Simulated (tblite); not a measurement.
C5H10O2Si.
Numbering: `[CH3:1][C:2](=[O:3])[C@@H:4]1[CH2:5][C@@H:6]1[O:7][SiH3:8]` (hydrogens: H9, H10, H11 on C1; H12 on C4; H13, H14 on C5; H15 on C6; H16, H17, H18 on Si8)

Geometry (GFN2-xTB, Å), atoms numbered from 1 in this order:
```xyz
18
C5H10O2Si angstrom
C      2.1201    1.4545   -0.8494
C      0.8482    0.6416   -0.8439
O     -0.1646    1.0100   -1.3893
C      0.9469   -0.6358   -0.1010
C     -0.1355   -1.6766   -0.2894
C     -0.0922   -0.9198    0.9867
O     -1.0138    0.0153    1.3384
Si    -2.5202    0.3544    0.8123
H      2.8884    0.9215   -1.4068
H      1.9424    2.4199   -1.3147
H      2.4733    1.5951    0.1698
H      1.9537   -0.9722    0.1103
H      0.1499   -2.7169   -0.2982
H     -0.9166   -1.4084   -0.9846
H      0.2979   -1.4300    1.8658
H     -3.3799   -0.8154    1.0417
H     -2.7990    1.4453    1.7339
H     -2.6078    0.7236   -0.5934
```

Calculated harmonic vibrations of the isolated species, GFN2-xTB (tblite), most abundant isotopes, no scaling. Errors from tens to a few hundred cm⁻¹ against measured bands are possible. Modes of hydrogen on silicon can be 10 to 20 % off. One conformer, not necessarily the lowest.

Harmonic wavenumbers (cm⁻¹): 46.4, 75.5, 102.4, 116.6, 140.2, 168.1, 229.2, 355.3, 408.7, 465.3, 583.8, 597.6, 617.3, 649.3, 720.2, 750.3, 791.0, 807.8, 836.3, 871.7, 889.9, 944.3, 975.9, 998.3, 1051.5, 1060.1, 1072.2, 1077.4, 1160.3, 1171.7, 1281.8, 1330.2, 1356.6, 1365.5, 1438.4, 1453.6, 1460.3, 1751.3, 2195.1, 2321.5, 2331.6, 2968.3, 3020.6, 3032.0, 3053.7, 3061.5, 3088.2, 3112.8.

A = 2807, B = 1215, C = 1023 MHz; mass 130.045 u (most abundant isotopes); point group C1, symmetry number 1.

Zero-point energy?

Half the sum of the wavenumbers: 29679 cm⁻¹ = 355.04 kJ/mol.

Give the ideal-gas entropy at 350 K and 1 bar in the rigid-rotor, harmonic-oscillator model (classical rotation).

Translation 172.90, rotation 122.97, vibration 145.31: S = 441.2 J/(mol K).

And Cp and H(350 K) − H(0)?

Cp = 180.86 J/(mol K), of which vibrations give 147.61 (their classical limit is 48 R = 399.1); H(350 K) − H(0) = 37.76 kJ/mol without the zero-point energy, 26.12 from vibrations.

What must be added to the electronic energy to get the Gibbs energy at 350 K and 1 bar?

ZPE + [H(350 K) − H(0)] − T·S = 355.04 + 37.76 − 154.41 = 238.39 kJ/mol.

How do the functions run with temperature in this model?

| T (K) | S (J/(mol K)) | Cp (J/(mol K)) | H − H(0) (kJ/mol) | G − H(0) (kJ/mol) | ln q(vib) |
| --- | --- | --- | --- | --- | --- |
| 100 | 293.3 | 80.3 | 5.67 | -23.66 | 1.88 |
| 200 | 359.6 | 116.6 | 15.44 | -56.48 | 4.62 |
| 300 | 414.9 | 159.7 | 29.24 | -95.25 | 7.22 |
| 500 | 515.2 | 234.6 | 69.11 | -188.47 | 12.32 |
| 800 | 642.0 | 303.8 | 150.86 | -362.71 | 19.64 |
| 1000 | 713.1 | 333.1 | 214.71 | -498.37 | 24.16 |

q(vib) and H(0) count from the zero-point level.

Hindered rotation and anharmonicity are outside this model. Other conformers, if any are populated, would add a mixing term that is left out. The structure is chiral; the term R ln 2 for an equal mix with its mirror image is left out.
